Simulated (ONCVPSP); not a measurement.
**How hard is this zinc (Zn) ONCV potential?**

* Element: zinc
* Generator: ONCVPSP 4.0.1
* Type: optimised norm-conserving Vanderbilt (ONCV)
* Functional: PBE
* Relativity: scalar-relativistic
* Frozen core: [Ne]
* Valence charge: 20
* Reference configuration: 3s2 3p6 3d10 4s1 4p1
* Partial waves: 3s+4s: rc 1.35 bohr, ncon 4, nbas 9, qcut 8.8 1/bohr, 2 projectors; 3p+4p: rc 1.10 bohr, ncon 4, nbas 7, qcut 9.8 1/bohr, 3 projectors, debl 3.3 Ha; 3d: rc 1.10 bohr, ncon 3, nbas 7, qcut 12.9 1/bohr, 2 projectors, debl 0.8 Ha
* Local potential: polynomial inside 0.70 bohr (lpopt 3, dvloc0 -1 Ha)
* Core correction: Teter function fitted to the true core (icmod 2), fcfact 0.2

Problem. For each optimised wave give the share of its norm inside rc, the residual kinetic energy above qcut (Ha) and the cutoffs (Ha) for errors of 10, 1, 0.1 and 0.01 mHa per electron.

Solution.

```
         wave  norm inside rc  residual KE  10 mHa  1 mHa  0.1 mHa  0.01 mHa
           3s           0.983      6.3e-07    14.7   18.7     22.0      26.3
           4s           0.076      3.8e-06    10.3   14.3     26.5      35.4
           3p           0.901      3.0e-04    36.4   43.9     71.1     122.0
           4p           0.013      1.6e-05    21.8   33.0     42.0      49.7
p projector 3           0.039      1.1e-04    29.8   40.1     48.2      69.0
           3d           0.736      2.6e-05    61.0   70.5     78.2     162.1
d projector 2           0.039      3.1e-06    47.2   61.5     71.6      79.5
```

The occupied waves need 70 Ha and 78 Ha for 1 and 0.1 mHa.
